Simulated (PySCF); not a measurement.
Delta-SCF ions had no search for a lower state. Excitations are Tamm–Dancoff values on a coarser integration grid. The basis has no diffuse functions, so Rydberg states are missing or too high.

## Cl₄Sn, SMILES `[Cl][Sn]([Cl])([Cl])[Cl]` (charge 0, multiplicity 1)

Computed with PBE0-D3(BJ)/def2-TZVP // PBE0-D3(BJ)/def2-SVP run with PySCF.

- HOMO: -9.77 eV
- dipole moment: 0.00 D
- HOMO–LUMO gap: 6.28 eV
- LUMO: -3.50 eV
- S1 excitation (TDA): 4.92 eV
- S1 oscillator strength: 0.000
- brightest of the four lowest singlets (TDA): 5.38 eV
- vertical ionisation energy (Delta-SCF): 11.62 eV
- total energy: -2054.7512 Ha
- cost: around 2.6 core-minutes (rough)

Bonded distances (Å): Cl1–Sn2 2.314, Sn2–Cl3 2.315, Sn2–Cl4 2.315, Sn2–Cl5 2.315. Angles (°): Cl1–Sn2–Cl3 109.5, Cl1–Sn2–Cl4 109.5, Cl1–Sn2–Cl5 109.5, Cl3–Sn2–Cl4 109.5, Cl3–Sn2–Cl5 109.5, Cl4–Sn2–Cl5 109.5.
Charge 0, spin multiplicity 1.
